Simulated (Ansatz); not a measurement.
Stepwise reaction of `[OH][In]([Br])[Br]` with ammonia, as a gas-phase model of exchange steps in deposition or etching. ΔE in kJ/mol; ΔG adds harmonic PBE0-D4 terms to CCSD(T)/CBS, at 1 bar.

Isolated molecules relaxed with PBE0-D4/def2-TZVP in Ansatz; ΔE leaves out vibrations. CBS: MP2 limit from def2 TZ/QZ plus the TZ coupled-cluster correction, frozen cores. This one scheme is used for every species. DFT in def2-TZVPP. B3LYP here is the variant with VWN-RPA as its local correlation; programs differ in this. def2 core potentials past Kr. For Br, In outer-core shells are correlated without core-valence functions, which leaves a few kJ/mol of doubt a bond. Scalar relativity is left out up to krypton. One conformer a species, not always the lowest.

```
step                                                    reaction  PBE-D4  B3LYP-D4  ωB97M-V  CCSD(T)/CBS  ΔG(600 K)
   2  `[NH2][In]([OH])[Br]` + NH₃ → `[NH2][In]([NH2])[OH]` + HBr   135.2     138.4    137.7        134.3      122.5
```

**Question.** Give the row of step 1, `[OH][In]([Br])[Br]` + NH₃ → `[NH2][In]([OH])[Br]` + HBr. (Estimate.)

**Answer.** Computed: 
```tsv
step	reaction	PBE-D4	B3LYP-D4	ωB97M-V	CCSD(T)/CBS	ΔG(600 K)
1	`[OH][In]([Br])[Br]` + NH₃ → `[NH2][In]([OH])[Br]` + HBr	116.0	120.1	118.9	117.5	107.8
```

**Question.** By hand: ΔE of the 2 steps together at CCSD(T)/CBS.

**Answer.** (117.5) + (134.3) = 251.8 kJ/mol, or 125.9 kJ/mol a step.

In ΔE each step is higher than the one before. All are uphill at CCSD(T)/CBS. ΔG lies between 107.8 and 122.5 kJ/mol a step. PBE-D4 differs from CCSD(T)/CBS by -1.5 to 0.9 kJ/mol a step. Isolated molecules leave out the surface, adducts and barriers. Largest T1 diagnostic: 0.015.
